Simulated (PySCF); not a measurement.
C3H7BFNO, SMILES C/C=C/OB(N)F.

Geometry optimised at PBE-D3(BJ)/def2-SVP. The structure was generated by enumeration; whether it is a known compound was not checked. The values are those of a single conformer.

The numbers are results of PySCF with PBE-D3(BJ)/def2-SVP, not measurements.

No scaling factor is applied to the harmonic values.

Problem. Estimate the vibrational spectrum. (Estimate from the structure and the level; the computed values follow.)

Solution. 
```csv
mode,ν (cm⁻¹),IR (km/mol),moving atoms (share of kinetic energy)
1,74,3.2,"H 49 %, C 21 %, N 14 %, F 9 %"
2,79,1.4,"O 34 %, C 28 %, H 23 %, N 13 %"
3,116,3.7,"C 28 %, F 27 %, H 18 %, O 15 %, N 11 %"
4,208,1.0,"H 76 %, C 21 %"
5,289,0.5,"C 46 %, H 29 %, O 23 %"
6,294,0.6,"C 46 %, H 25 %, F 15 %"
7,321,2.3,"C 28 %, F 28 %, H 23 %, N 20 %"
8,342,186.6,"H 83 %, N 17 %"
9,485,0.1,"C 37 %, H 24 %, O 21 %, F 10 %"
10,513,1.8,H 97 %
11,522,7.8,"N 28 %, O 25 %, F 16 %, B 12 %, H 10 %, C 9 %"
12,621,30.5,B 82 %
13,793,7.0,"H 58 %, C 39 %"
14,843,0.5,"F 34 %, O 24 %, N 19 %, H 14 %, C 9 %"
15,848,1.9,"H 60 %, N 20 %, O 9 %"
16,914,16.1,"H 62 %, C 29 %"
17,927,33.8,"H 92 %, C 8 %"
18,1009,0.0,"H 65 %, C 35 %"
19,1108,1.8,"C 59 %, H 38 %"
20,1186,109.2,"C 39 %, O 34 %, H 18 %"
21,1236,9.2,"H 70 %, C 25 %"
22,1289,33.0,"H 77 %, C 19 %"
23,1346,84.7,"H 67 %, C 23 %"
24,1382,294.2,"B 57 %, H 20 %, F 9 %, O 9 %"
25,1399,6.8,H 97 %
26,1402,520.3,"B 45 %, H 38 %, O 14 %"
27,1415,13.4,H 95 %
28,1552,512.7,"H 46 %, B 27 %, N 25 %"
29,1714,71.0,"C 90 %, H 8 %"
30,2950,41.8,H 97 %
31,3013,16.9,"H 91 %, C 9 %"
32,3054,13.3,"H 91 %, C 9 %"
33,3083,18.2,"H 92 %, C 8 %"
34,3095,14.8,"H 92 %, C 8 %"
35,3554,71.0,H 96 %
36,3665,44.9,"H 91 %, N 9 %"
```
